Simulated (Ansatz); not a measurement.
`[SiH3][N]([SiH3])[Ge][Cl]`. The species carries charge 0 and has multiplicity 1.

Cartesian coordinates in Å:
```
Si -0.012 1.393 -1.017
N 0.448 0.082 0.038
Si -0.804 -1.028 0.566
Ge 2.229 -0.020 0.512
Cl 2.088 -1.814 1.799
H -0.580 0.886 -2.292
H -1.012 2.280 -0.369
H 1.225 2.172 -1.303
H -2.060 -0.548 -0.079
H -0.984 -0.991 2.036
H -0.538 -2.412 0.110
```

(1) List the harmonic frequencies (cm⁻¹, unscaled) at PBE0-D4/def2-TZVP in Ansatz. (An estimate is asked.)

(2) Is this a minimum?

(3) Give the ideal-gas thermochemistry at 298.15 K and 1 bar (rigid rotor, harmonic oscillator; point group Cs, symmetry number 1).

(4) And at 400, 500, 600, 800 and 1000 K?

(5) Rotational constants (cm⁻¹)?

## Answers

(1) Ansatz gave: 56, 122, 154, 160, 181, 206, 213, 374, 412, 649, 656, 677, 722, 918, 930, 936, 944, 953, 955, 976, 986, 2200, 2210, 2229, 2230, 2247, 2252.

(2) Yes, all 27 modes are real.

(3) Zero-point energy 152.8 kJ/mol; H(298) − E = 178.3 kJ/mol; entropy 395.2 J/(mol·K), of which translation 173.9, rotation 122.9, vibration 98.3; G(298) − E = 60.5 kJ/mol. Modes under 100 cm⁻¹ are hindered rotations or soft bends, so the harmonic entropy is rough.

(4) 
```json
{"T (K)": "400", "H − E (kJ/mol)": "192.8", "S (J/mol/K)": "436.8", "G − E (kJ/mol)": "18.1"}
{"T (K)": "500", "H − E (kJ/mol)": "209.0", "S (J/mol/K)": "472.9", "G − E (kJ/mol)": "-27.4"}
{"T (K)": "600", "H − E (kJ/mol)": "226.7", "S (J/mol/K)": "505.1", "G − E (kJ/mol)": "-76.4"}
{"T (K)": "800", "H − E (kJ/mol)": "265.6", "S (J/mol/K)": "561.0", "G − E (kJ/mol)": "-183.1"}
{"T (K)": "1000", "H − E (kJ/mol)": "307.9", "S (J/mol/K)": "608.1", "G − E (kJ/mol)": "-300.2"}
```

(5) 0.07629, 0.03975, 0.02662.
